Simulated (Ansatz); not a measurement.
ZnCl₂. Total charge 0; singlet. Geometry PBE-D4/def2-TZVP.

```
atom   x (Å)   y (Å)   z (Å)
 Zn1   0.001   0.000   0.000
 Cl2  -0.121   1.947  -0.751
 Cl3   0.120  -1.947   0.751
```

The 6-31G sets use Cartesian d functions.

Task: Estimate the orbital energies around the gap (eV) in Ansatz with HF/6-31G, PBE-D4/def2-SVP, PBE-D4/def2-TZVP, PBE0-D4/def2-TZVP, r2SCAN0-D4/def2-TZVP.

Result: 
| orbital | HF/6-31G | PBE-D4/def2-SVP | PBE-D4/def2-TZVP | PBE0-D4/def2-TZVP | r2SCAN0-D4/def2-TZVP |
| --- | --- | --- | --- | --- | --- |
| HOMO−5 | -14.41 | -9.50 | -9.88 | -11.27 | -11.47 |
| HOMO−4 | -13.47 | -8.83 | -9.23 | -10.51 | -10.75 |
| HOMO−3 | -12.96 | -7.74 | -8.19 | -9.58 | -9.82 |
| HOMO−2 | -12.96 | -7.74 | -8.19 | -9.58 | -9.82 |
| HOMO−1 | -12.51 | -7.27 | -7.75 | -9.15 | -9.38 |
| HOMO | -12.51 | -7.27 | -7.75 | -9.15 | -9.38 |
| LUMO | 0.83 | -2.26 | -2.61 | -1.69 | -1.50 |
| LUMO+1 | 1.76 | 0.04 | -1.15 | -0.40 | -0.19 |
| LUMO+2 | 1.76 | 0.04 | -1.15 | -0.40 | -0.19 |
| LUMO+3 | 4.08 | 1.75 | 1.40 | 2.08 | 2.59 |
| LUMO+4 | 6.20 | 6.55 | 1.78 | 2.61 | 3.02 |
| LUMO+5 | 7.39 | 12.90 | 3.46 | 4.22 | 4.61 |
